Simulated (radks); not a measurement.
Q: Excited configurations of P: one electron is placed in a higher orbital outside [Ne] 3s2 3p2. The ground configuration is [Ne] 3s2 3p3. All-electron calculation, scalar-relativistic Kohn-Sham, r2SCAN, spin-polarised, spherical densities, finite nucleus; open shells are filled with parallel spins first; meta-GGA in the generalised Kohn-Sham scheme; Fermi nuclear charge, rms radius 3.1889 fm. Program: a radial shooting solver on a logarithmic mesh with Libxc functionals. Excitation = E - E(ground); binding = E(ion) - E, where the ion is the core of charge +1; n* = 1/sqrt(2 binding) in atomic units, and the quantum defect is n - n*.

outer orbital  excitation (eV)  binding (eV)     n*  quantum defect  eigenvalue (eV)  <r> (bohr)
4s                       7.428         3.475  1.979           2.021           -2.117       6.108
5s                       9.325         1.579  2.936           2.064           -0.977       13.31

Estimate the row for 5p.

A: excitation (eV) 9.677; binding (eV) 1.226; n* 3.331; quantum defect 1.669; eigenvalue (eV) -0.756; <r> (bohr) 16.66. The Delta-SCF ionisation energy is 10.903 eV (NIST Atomic Spectra Database: 10.487 eV, measured). Self-interaction in the functional shifts the binding energies and quantum defects, so they are the method's values and not measured ones. Open shells are spherical and high-spin; term and fine-structure splittings are not resolved.
